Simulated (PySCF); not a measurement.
# `O=CC(F)=C=C=C=CF`, C6H2F2O

Molfile (atoms numbered from 1):
```
C6H2F2O
     RDKit          3D

 11 10  0  0  0  0  0  0  0  0999 V2000
    2.4808   -0.7848   -1.5056 O   0  0  0  0  0  0  0  0  0  0  0  0
    2.7873   -0.4451   -0.3954 C   0  0  0  0  0  0  0  0  0  0  0  0
    1.8252    0.0074    0.6420 C   0  0  0  0  0  0  0  0  0  0  0  0
    2.4105    0.3326    1.7945 F   0  0  0  0  0  0  0  0  0  0  0  0
    0.5156    0.0911    0.4664 C   0  0  0  0  0  0  0  0  0  0  0  0
   -0.7345    0.1395    0.2097 C   0  0  0  0  0  0  0  0  0  0  0  0
   -1.9903    0.1942   -0.0390 C   0  0  0  0  0  0  0  0  0  0  0  0
   -3.2715    0.3127   -0.3203 C   0  0  0  0  0  0  0  0  0  0  0  0
   -4.1491   -0.6590   -0.1326 F   0  0  0  0  0  0  0  0  0  0  0  0
    3.8450   -0.4358   -0.0304 H   0  0  0  0  0  0  0  0  0  0  0  0
   -3.7176    1.2242   -0.7335 H   0  0  0  0  0  0  0  0  0  0  0  0
  1  2  2  0
  2  3  1  0
  3  4  1  0
  3  5  2  0
  5  6  2  0
  6  7  2  0
  7  8  2  0
  8  9  1  0
  2 10  1  0
  8 11  1  0
M  END
```

Method: quadratic response CAM-B3LYP/aug-cc-pVDZ first hyperpolarisability, Taylor convention, gas phase in PySCF. Geometry: PBE0-D3(BJ)/def2-SVP.

Task: Give the tensor of the static β(0;0,0) in the axes of these coordinates.

Result: In au, Taylor convention; rows are the first index (the induced dipole):
```tsv
	xx	yy	zz	xy	xz	yz
x	-314.8	+1.2	-8.5	+10.4	+159.0	-35.1
y	+10.4	-26.0	-4.3	+1.2	-35.1	-0.7
z	+159.0	-0.7	+12.6	-35.1	-8.5	-4.3
```
Norm of βᵢ = ⅓ Σⱼ (βᵢⱼⱼ + βⱼᵢⱼ + βⱼⱼᵢ): 365.2 au, hyper-Rayleigh value 166.3 au.
